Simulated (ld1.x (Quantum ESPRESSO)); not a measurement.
**Transferability test, ultrasoft potential for Cd**

* Element: Cd
* Generator: ld1.x (Quantum ESPRESSO) 7.5
* Type: ultrasoft
* Functional: PBEsol
* Relativity: scalar-relativistic
* Frozen core: [Ar] 3d10 4s2
* Valence charge: 18
* Reference configuration: 4p6 4d10 5s0 5p0 (charge +2)
* Partial waves: 5s (bound, empty): rcut 1.85, rcutus 2.15 bohr; 5s channel at 1.75 Ry: rcut 1.85, rcutus 2.15 bohr; 4p (bound): rcut 1.40, rcutus 1.60 bohr; 5p (bound, empty): rcut 1.40, rcutus 1.60 bohr; 4d (bound): rcut 1.90, rcutus 2.00 bohr; 4d channel at -1.85 Ry: rcut 1.90, rcutus 2.00 bohr
* Local potential: all-electron potential smoothed inside 1.85 bohr (lloc = -1)
* Core correction: Bessel-smoothed model core inside 1.45 bohr
* Augmentation charge: PSQ, inside the norm-conserving radii

Energies are relative to the spin-unpolarised reference configuration 4p6 4d10 5s0 5p0; without spin polarisation the order of configurations can differ from experiment.

Question: Give the all-electron excitation energy and the error of the potential for: 4p6 4d10 5s2 5p0; 4p6 4d10 5s1 5p0; 4p6 4d9 5s0 5p0; 4p6 4d9 5s2 5p1; 4p6 4d9 5s2 5p0; 4p6 4d10 5s0 5p2; 4p6 4d10 5s1.5 5p0.

Answer:

```csv
valence configuration,charge,ΔE all-electron (eV),error AE − PS (meV)
4p6 4d10 5s2 5p0,0,-26.404,+8.1
4p6 4d10 5s1 5p0,+1,-17.096,+4.0
4p6 4d9 5s0 5p0,+3,37.998,-146
4p6 4d9 5s2 5p1,0,-13.758,-180
4p6 4d9 5s2 5p0,+1,-8.430,-122
4p6 4d10 5s0 5p2,0,-16.638,-36
4p6 4d10 5s1.5 5p0,+0.5,-22.673,+6.1
```

Levels in the configuration 4p6 4d9 5s0 5p0:

| level | all-electron (eV) | pseudo (eV) |
| --- | --- | --- |
| 4p | -102.184 | -102.343 |
| 4d | -45.806 | -46.064 |
